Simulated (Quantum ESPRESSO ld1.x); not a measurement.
Problem. The mean radii <r> (bohr) of the occupied orbitals of an atom or ion are listed with their occupations. All-electron calculation, scalar-relativistic Kohn-Sham, LDA (Slater exchange, VWN5 correlation), spin-polarised, spherical densities, point nucleus. Program: ld1.x of Quantum ESPRESSO 7.5.

| orbital | occ. | <r> |
|---|---|---|
| 1s up | 1 | 0.05398 |
| 1s down | 1 | 0.05391 |
| 2s up | 1 | 0.2285 |
| 2s down | 1 | 0.2297 |
| 2p up | 2 | 0.1965 |

Name the element and its charge. Open shells, if any, are filled with parallel spins first.

Solution. Z = 28, nickel, charge +22: Ni22+ in [He] 2s2 2p2. The 1s radius gives Z: for a bare nucleus <r> = (2 gamma + 1)/(2Z) with gamma = sqrt(1 - (Z/c)^2), 0.05282 bohr for Z = 28, and screening makes it slightly larger (0.05398 here). The occupations add up to 6, and the charge is Z minus that.
